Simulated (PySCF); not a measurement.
A structure optimised at PBE-D3(BJ)/def2-SVP, used in a PySCF frequency run:

```xyz
6

Re     0.0000     0.0000    -0.0534
O      0.0000     1.3801    -1.0478
O      0.0000    -1.3801    -1.0478
F      0.0000     0.0000     1.8372
F      1.8499     0.0000     0.2351
F     -1.8499     0.0000     0.2351
```

Problem. Write its SMILES, formula and point group.

Solution. [O]=[Re](=[O])([F])([F])[F], F3O2Re, C2v

Problem. What are its rotational constants (standard atomic weights)?

Solution. 3.1037, 2.6464, 2.1792 GHz
